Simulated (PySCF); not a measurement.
# Electron correlation in Te³⁺ (tellurium, charge +3)

[Kr] 4d10 5s2 5p1, 2P determinant. Calculation: PySCF 2.14, in cc-pVDZ-PP with ECP28MDF (4s3p2d, 23 functions); a scalar-relativistic core potential. Frozen: 4s2 4p6 4d10; 3 electrons correlated.

MP2 pair energies summed by pair of shells (mhartree):

```csv
pair,energy,share (%)
5s-5s,-16.55,58.6
5s-5p,-11.68,41.4
```

Total MP2 correlation energy: -28.23 mhartree.

Same-spin part -1.80 and opposite-spin part -26.43 mhartree; SCS-MP2 scales them by 1/3 and 6/5 to -32.31 mhartree.

```
  level  correlation energy (mhartree)
   CCSD                         -41.30
    (T)                          -0.28
CCSD(T)                         -41.58
```

Diagnostics: T1 = 0.0069, D1 = 0.0168, largest double amplitude 0.095.

**Question.** Is a single reference adequate?

**Answer.** Mostly. T1 lies below 0.03, but a double amplitude of this size points to a near-degeneracy that CCSD handles and MP2 describes poorly.
